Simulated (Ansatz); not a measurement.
Molecule: C$_{3}$H$_{8}$FSi (charge 0, doublet). It need not be the lowest isomer of its formula. 
Coordinates optimised at B3LYP-D3(BJ)/def2-TZVP (Ansatz, a first-principles code):
SMILES: [CH2][Si](C)(C)F
```xyz
13

C     -0.9286     1.4624    -0.7138
Si    -0.0125     0.0365     0.0125
C      1.6083    -0.2266    -0.8669
C     -1.0749    -1.4937     0.0360
F      0.3375     0.3861     1.5554
H     -2.0021     1.5857    -0.6143
H     -0.4397     2.2642    -1.2572
H      2.1804    -1.0311    -0.4001
H      1.4444    -0.4928    -1.9137
H      2.2192     0.6783    -0.8420
H     -1.3279    -1.8086    -0.9790
H     -2.0079    -1.3144     0.5745
H     -0.5573    -2.3207     0.5269
```
Charge 0, spin multiplicity 2.

Computed values are from Ansatz. Cores are frozen in the correlated levels unless marked. UHF or UKS for open shells. No spin-orbit coupling. No relativistic terms. CBS(X,Y): correlation extrapolated as X^-3; Hartree-Fock from the larger set.

**Question.** What is the T1 diagnostic at CCSD/cc-pV(Q+d)Z?

**Answer.** 0.011.

**Question.** What is the atomisation energy De at CCSD(T)/CBS(cc-pV(T+d)Z,cc-pV(Q+d)Z)?

**Answer.** 4992.5 kJ/mol.

**Question.** What is the total energy at CCSD(T)/CBS(cc-pV(T+d)Z,cc-pV(Q+d)Z)?

**Answer.** -507.8752 Eh.

**Question.** What is the dipole moment at CCSD(T)/aug-cc-pV(D+d)Z?

**Answer.** 1.82 D.
